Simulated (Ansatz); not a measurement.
Start from `[SiH3][SeH]` and change one element to get `[SiH3][TeH]`.

Ansatz, PBE0-D4/def2-TZVP geometries, multiplicity 1. 

Elements past krypton have def2 core potentials. Outer-core shells of Se, Te are correlated without core-valence functions. Scalar relativity is left out up to krypton. Spin–orbit coupling is left out.

```csv
property,`[SiH3][SeH]`
HOMO–LUMO gap (PBE/def2-TZVPP) / eV,5.01
size of the dipole moment (ωB97M-V/def2-TZVPP) / D,0.89
HOMO energy (PBE/def2-TZVPP) / eV,-5.96
size of the dipole moment (PBE/def2-TZVPP) / D,0.79
HOMO energy (PBE0/def2-TZVPP) / eV,-7.11
vertical ionisation energy (CCSD(T)/def2-TZVPP) / eV,9.41
```

(1) What does the change do to each property? (Estimate.)

Results:

(1) Computed: 
```
                                            property  `[SiH3][TeH]`  shift
                 HOMO–LUMO gap (PBE/def2-TZVPP) / eV           3.98  -1.03
  size of the dipole moment (ωB97M-V/def2-TZVPP) / D           0.59  -0.30
                   HOMO energy (PBE/def2-TZVPP) / eV          -5.53   0.43
      size of the dipole moment (PBE/def2-TZVPP) / D           0.45  -0.34
                  HOMO energy (PBE0/def2-TZVPP) / eV          -6.55   0.56
vertical ionisation energy (CCSD(T)/def2-TZVPP) / eV           8.67  -0.74
```

With PBE0 the HOMO rises by 0.56 eV and the LUMO falls by 0.63 eV, so the gap narrows by about 1.19 eV. PBE moves the HOMO by 0.43 eV and ωB97M-V by 0.63 eV. Dipoles are sizes alone; their direction can turn.
